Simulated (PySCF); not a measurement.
Sn(Me)2(OMe)2, SMILES [O](C)[Sn]([CH3])([O]C)[CH3] (C₄H₁₂O₂Sn) at its GFN2-xTB optimised geometry (Å):

```
19

C     -0.9906     2.0864     0.9764
O     -1.2888     1.1332     0.0000
Sn    -0.6685    -0.8144     0.0000
C     -1.8628    -2.0237     1.3966
C      1.5523    -0.8144     0.0000
O     -1.3528    -1.4719    -1.7639
C     -1.4296    -0.7419    -2.9589
H     -1.4230     3.0288     0.6330
H      0.0856     2.2281     1.1086
H     -1.4295     1.8375     1.9462
H     -1.3974    -2.0337     2.3763
H     -1.9237    -3.0288     0.9970
H     -2.8553    -1.5867     1.4522
H      1.8935     0.0188    -0.6075
H      1.8917    -1.7507    -0.4283
H      1.9237    -0.7129     1.0135
H     -2.0649    -1.3214    -3.6321
H     -1.8779     0.2413    -2.8122
H     -0.4465    -0.6194    -3.4214
```

Method: CAM-B3LYP/def2-SVP, def2 effective core potentials past Kr in PySCF. The core electrons that the potentials of Sn replace are not part of the density. Cells within 0.4 Å of a nucleus heavier than hydrogen are left out (blank, or x).

Map of the electrostatic potential (hartree/e), clipped to [-0.08, 0.12] on the plane z = 1.2 Å:

```
|111111111111111111111111111|
|111111111111111111111111111|
|111111111111111111111111111|
|111111111221111111111111111|
|111111112332211111111111111|
|111111113785322211111111111|
|111100113999875322111111111|
|111000014999999622221111111|
|1100000159xx999732222211111|
|110000004999999422222221111|
|111000001799954322222221111|
|111000000257654322222222111|
|111110001257875433322222111|
|111111112599997457742222111|
|111122234899999589993222111|
|111224666999999699993222111|
|111249999999998569953222111|
|111249999999996444432222111|
|11123699xx99664333222222111|
|111122499997443332222222111|
|111111399994333322222222111|
|111111279973222222222222111|
|111111246642222222222221111|
|111111223322222222222211111|
|111111122222222222222111111|
|111111111222222222211111111|
|111111111111111111111111111|
```
Scale: ten equal steps from -0.022 (start of '0') to 0.120 (end of '9'), in the order '0123456789'; x runs from -5.50 to 5.50, y from -5.50 (bottom) to 5.50 (top).
